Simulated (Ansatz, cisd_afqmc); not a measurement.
Species: AsH₄, charge 1, singlet. AsH4+ (SMILES [AsH4+]).
B3LYP-D3(BJ)/def2-TZVP minimum from Ansatz (a program for electronic structure):
```
As
H 1 1.4913
H 1 1.4913 2 109.47
H 1 1.4913 2 109.47 3 -120.00
H 1 1.4913 2 109.47 4 -120.00
```
Charge +1, spin multiplicity 1.

Total energies in cc-pVDZ, 8 correlated electrons, 14 frozen orbitals. Radicals and triplets start from unrestricted determinants; spin-orbit coupling is neglected. Cores are frozen in correlated methods (noble-gas shells, and filled d and f shells in the p block). No relativity. AFQMC/CISD: phaseless, guided by CISD from CCSD amplitudes; bars are statistical, one sigma. Outlying blocks are dropped, and bars are widened where a walk drifts. Over all cases where full CI ran beside it in this data, AFQMC minus full CI had a median of +0.1 mEh and passed +0.4 mEh in a tenth of the cases.

| method | program | energy (Eh) | minus CCSDTQ (mEh) |
|---|---|---|---|
| HF | Ansatz | -2236.20318 | 152.43 |
| MP2 | Ansatz | -2236.32305 | 32.56 |
| CCSD | Ansatz | -2236.35211 | 3.50 |
| CCSD(T) | Ansatz | -2236.35494 | 0.67 |
| CCSDT(Q) | Ansatz | -2236.35560 | 0.01 |
| CCSDTQ | Ansatz | -2236.35561 | 0.00 |
| AFQMC/CISD | cisd_afqmc | -2236.3555 ± 0.0001 | 0.1 ± 0.1 |

Rough core times of Ansatz's runs on a shared machine: CCSD(T) under 20 s, CCSDT(Q) under 20 s, CCSDTQ 70 s.
